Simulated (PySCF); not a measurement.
## C₆ coefficients of unlike pairs at r2SCANh

Calculated with PySCF 2.14 from the dipole response of each species, C₆(A,B) = (3/π) ∫ α_A(iu) α_B(iu) du, in atomic units, from isotropic polarisabilities. For ions this is the dispersion term alone; charge-induced terms of lower order in 1/R come first.

| species | configuration | basis | relativity | α (bohr³) | C₆ (like pair) |
| --- | --- | --- | --- | --- | --- |
| Zr(2+) | [Kr] 4d2 (3F) | aug-cc-pVTZ-PP with ECP28MDF (6s6p5d3f2g) | core potential | 12.38 | 62.31 |
| I(2+) | [Kr] 4d10 5s2 5p3 (4S) | aug-cc-pVTZ-DK3 (8s7p5d2f) | spin-free X2C | 13.76 | 94.69 |
| Au+ | [Xe] 4f14 5d10 (1S) | x2c-TZVPPall with one added diffuse shell each of s, p, d, f type (12s8p8d4f1g) | spin-free X2C | 13.80 | 104.1 |
| Ag(2+) | [Kr] 4d9 (2D) | aug-cc-pVTZ-PP with ECP28MDF (6s6p5d3f2g) | core potential | 5.987 | 31.29 |

Task: Estimate C₆ for Au+ with I(2+).

Result: The integral gives 98.49. The combination rule 2 C_A C_B / (C_A α_B/α_A + C_B α_A/α_B) gives 99.20 and the geometric mean 99.29.

No spin-orbit coupling is included.

The other pairs:

| pair | C₆ |
| --- | --- |
| Ag(2+), Zr(2+) | 42.54 |
| Ag(2+), Au+ | 56.21 |
| Ag(2+), I(2+) | 52.13 |
| Au+, Zr(2+) | 80.12 |
| I(2+), Zr(2+) | 76.53 |
